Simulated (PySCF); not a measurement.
C₄H₁₀AlO (SMILES [CH3][Al][O]C(C)C), doublet, at a GFN2-xTB geometry (such geometries of metal compounds can be far from the true shape) (the spin is typed, not shown lowest). Base run: PBE0/3-21G (PySCF).

Input for PySCF:
```python
from pyscf import gto, scf, dft

mol = gto.M(
    atom='''
Al    0.572585    0.440467    1.395937
C    -0.297541    1.307883    3.030502
H    -1.124978    0.716472    3.431617
H    -0.684547    2.309104    2.823049
H     0.451682    1.402498    3.820996
O     0.024969    0.041128   -0.115768
C    -0.433360   -0.320032   -1.390721
C    -0.733192   -1.816578   -1.426518
C     0.610888    0.057131   -2.438776
H    -1.360187    0.238415   -1.586435
H     0.176753   -2.375996   -1.219961
H    -1.116325   -2.102956   -2.402746
H    -1.471788   -2.063609   -0.667273
H     0.814758    1.124368   -2.389577
H     1.535303   -0.481811   -2.242336
H     0.255200   -0.192001   -3.435292
''',
    basis='3-21g',
    charge=0,
    spin=1,
    verbose=4,
)

mf = dft.UKS(mol)
mf.xc = 'pbe0'
mf.kernel()
```

Variants of this job, named by their change:

```
change                                                                                                                  ΔE vs base (mEh)  fitting functions  dipole (D)
----------------------------------------------------------------------------------------------------------------------  ----------------  -----------------  ----------
base                                                                                                                               0.000                  -        1.45
auxbasis = cc-pvqz-jkfit                                                                                                          -0.154               1188        1.45
auxbasis = def2-svp-ri                                                                                                            54.644                442        1.44
auxbasis = def2-universal-jfit                                                                                                     262.3                406        1.44
auxbasis = cc-pvtz-ri                                                                                                             -2.500                827        1.45
auxbasis = cc-pvtz-jkfit                                                                                                          -0.201                816        1.45
auxbasis = cc-pvdz-jkfit                                                                                                          -0.276                692        1.45
exchange = seminumerical (SGX) (with mf = sgx.sgx_fit(mf, auxbasis='def2-universal-jfit'); with mf.with_df.dfj = True)            -0.805                406        1.45
auxbasis = even-tempered beta=3.0                                                                                                -11.190                288        1.47
only_dfj = on; auxbasis = def2-universal-jfit                                                                                     -0.816                406        1.45
```

A fitting set is made for a task (jfit for Coulomb, jkfit for Coulomb and exchange, ri for correlation) and for a family of orbital bases.

Open shells are given as the SCF converged; they aren't shown to be the lowest states, and a large step between rows can be another state.
